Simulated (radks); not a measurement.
Radial electron density D(r) = 4 pi r^2 rho(r) of an atom or ion with 47 electrons. Calculated with a radial shooting solver on a logarithmic mesh with Libxc functionals: Dirac Kohn-Sham, PW91, spin-unpolarised, spherical densities, finite nucleus; Fermi nuclear charge, rms radius of each element as measured or else 0.836 A^(1/3) + 0.57 fm.

| r (bohr) | D(r) (e/bohr) |
|---|---|
| 0.003088 | 10.46 |
| 0.003538 | 12.88 |
| 0.004086 | 15.94 |
| 0.004681 | 19.34 |
| 0.005407 | 23.53 |
| 0.006194 | 28.02 |
| 0.007154 | 33.29 |
| 0.008196 | 38.66 |
| 0.009465 | 44.58 |
| 0.01084 | 50.12 |
| 0.01252 | 55.58 |
| 0.01435 | 59.97 |
| 0.01657 | 63.36 |
| 0.01898 | 65.06 |
| 0.02175 | 65.15 |
| 0.02512 | 63.61 |
| 0.02878 | 61.10 |
| 0.03324 | 58.26 |
| 0.03808 | 56.52 |
| 0.04397 | 56.87 |
| 0.05038 | 59.95 |
| 0.05818 | 65.93 |
| 0.06666 | 72.93 |
| 0.07698 | 79.43 |
| 0.0882 | 82.34 |
| 0.1019 | 80.34 |
| 0.1167 | 74.01 |
| 0.1348 | 65.26 |
| 0.1544 | 58.80 |
| 0.1783 | 57.08 |
| 0.2043 | 60.47 |
| 0.2359 | 65.88 |
| 0.2703 | 67.68 |
| 0.3122 | 62.26 |
| 0.3577 | 50.62 |
| 0.4098 | 36.78 |
| 0.4732 | 25.35 |
| 0.5422 | 20.62 |
| 0.6262 | 21.06 |
| 0.7174 | 23.08 |
| 0.8285 | 23.34 |
| 0.9492 | 20.69 |
| 1.096 | 15.85 |
| 1.256 | 11.00 |
| 1.45 | 6.807 |
| 1.662 | 4.074 |
| 1.919 | 2.276 |
| 2.199 | 1.273 |
| 2.539 | 0.6520 |
| 2.909 | 0.3178 |
| 3.36 | 0.1302 |
| 3.849 | 0.04732 |
| 4.445 | 0.01238 |
| 5.093 | 0.002553 |
| 5.882 | 0.0003395 |

What is the nuclear charge?

Answer. Z = 50. The innermost maximum, from 1s, lies near gamma/Z bohr with gamma = sqrt(1 - (Z/c)^2) = 0.931, here 0.0186 bohr (found: 0.0204), and its height grows with Z. The density is that of the tin ion Sn3+ in [Kr] 4d10 5s1; the configuration itself is not fixed sharply by these data, and Z only to a few units. D(r) has 4 maxima, at r = 0.0204, 0.0896, 0.264, 0.783 bohr, and minima at 0.0403, 0.173, 0.569 bohr, inside which lie 2.04, 11.19, 28.96 electrons.
